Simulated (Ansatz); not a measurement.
Reaction (redistribution): `[NH2][GeH2][CH2]F` + `[SiH3]/N=C/Cl` → `F[CH2][GeH2][Cl]` + `N/C=N/[SiH3]`

Calculated with Ansatz (gas phase, PBE0-D4/def2-TZVP geometries, no zero-point term in ΔE). CCSD(T)/CBS is the MP2 limit (def2-TZVPP, def2-QZVPP) plus CCSD(T) − MP2 in def2-TZVPP, frozen cores. Double bonds are as drawn, so ΔE can hold a change between cis and trans. DFT in def2-TZVPP. B3LYP here is the variant with VWN-RPA as its local correlation; programs differ in this. For Ge outer-core shells are correlated without core-valence functions, which leaves a few kJ/mol of doubt a bond. Scalar relativity is left out up to krypton. Each species was taken in one conformer, which may not be the lowest.

Task: Is it downhill or uphill in electronic energy at CCSD(T)/CBS, and by how much? (Estimate.)

Result: The calculation gave: Downhill: ΔE = -113.1 kJ/mol.

Task: What do these levels give: B3LYP-D4, ωB97X-V, ωB97M-V, r2SCAN, B3LYP, MP2/def2-TZVPP, SCS-MP2/def2-TZVPP, CCSD/def2-TZVPP, CCSD(T)/def2-TZVPP, HF/def2-QZVPP, SCS-MP2/def2-QZVPP, MP2/CBS(def2)? (Best estimate.)

Result: Computed: B3LYP-D4 -122.0, ωB97X-V -122.9, ωB97M-V -122.0, r2SCAN -124.4, B3LYP -122.3, MP2/def2-TZVPP -114.0, SCS-MP2/def2-TZVPP -111.9, CCSD/def2-TZVPP -114.6, CCSD(T)/def2-TZVPP -111.4, HF/def2-QZVPP -135.7, SCS-MP2/def2-QZVPP -113.2, MP2/CBS(def2) -115.7 kJ/mol.

Largest T1 diagnostic among the species: 0.014.

In def2-TZVPP, CCSD(T) changes the Hartree–Fock value by +24.2 kJ/mol (the triples alone add +3.2 kJ/mol) and MP2 by +21.6 kJ/mol. From PBE to PBE0 (25 % exact exchange), in def2-TZVPP and without D4, ΔE moves by −7.2 kJ/mol.
